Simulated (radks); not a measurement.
Results of a calculation; reference values are marked as such.
Radial electron density D(r) = 4 pi r^2 rho(r) of an atom or ion with 37 electrons. Code: a radial shooting solver on a logarithmic mesh with Libxc functionals. Model: scalar-relativistic Kohn-Sham, LB94 model potential, spin-polarised, spherical densities, finite nucleus; Fermi nuclear charge, rms radius of each element as measured or else 0.836 A^(1/3) + 0.57 fm.

r (bohr)  D(r) (e/bohr)   spin D(r)
0.001106          3.290  -0.0000165
0.001247          4.023  -0.0000201
0.001417          4.975  -0.0000248
0.001598          6.054  -0.0000302
0.001802          7.349  -0.0000365
0.002048          9.005  -0.0000447
0.002309          10.86  -0.0000538
0.002624          13.20  -0.0000652
0.002958          15.78  -0.0000777
0.003362          18.98  -0.0000931
0.003791          22.44   -0.000110
0.004274          26.37   -0.000128
0.004858          31.07   -0.000150
0.005477          35.94   -0.000173
0.006225          41.55   -0.000198
0.007019          47.11   -0.000222
0.007914          52.80   -0.000246
0.008995          58.81   -0.000269
0.01014           64.10   -0.000286
0.01153           69.08   -0.000296
0.013             72.80   -0.000290
0.01465           75.33   -0.000260
0.01665           76.53   -0.000182
0.01878           76.19  -0.0000296
0.02134           74.48    0.000287
0.02406           72.06    0.000849
0.02735           69.38     0.00197
0.03083           67.68     0.00388
0.03477           67.64     0.00725
0.03951           70.14      0.0135
0.04455           75.06      0.0236
0.05063           82.45      0.0412
0.05709           90.03      0.0675
0.06437           96.40       0.107
0.07316           99.76       0.168
0.08249           98.38       0.247
0.09375           92.16       0.354
0.1057            83.65       0.472
0.1201            75.05       0.602
0.1355            70.61       0.705
0.1527            71.30       0.761
0.1736            76.67       0.736
0.1957            82.46       0.617
0.2224            84.43       0.403
0.2508            79.11       0.176
0.2828            66.96      0.0150
0.3214            50.33      0.0293
0.3624            36.37       0.284
0.4118            27.15       0.790
0.4643            23.96        1.36
0.5236            23.39        1.83
0.595             22.06        2.04
0.6709            18.45        1.90
0.7625            12.75        1.46
0.8597            7.450       0.955
0.9771            3.363       0.494
1.102             1.272       0.216
1.242            0.3781      0.0751
1.412           0.07752      0.0185
1.592           0.01300     0.00373
1.809          0.001360    0.000478
2.04          0.0001137   0.0000484

What is the nuclear charge?

Answer. Z = 58. The innermost maximum, from 1s, lies near gamma/Z bohr with gamma = sqrt(1 - (Z/c)^2) = 0.906, here 0.0156 bohr (found: 0.0172), and its height grows with Z. The density is that of the cerium ion Ce21+ in [Kr] 4d1; the configuration itself is not fixed sharply by these data, and Z only to a few units. D(r) has 3 maxima, at r = 0.0172, 0.0749, 0.217 bohr, and minima at 0.0329, 0.141 bohr, inside which lie 1.96, 11.05 electrons.
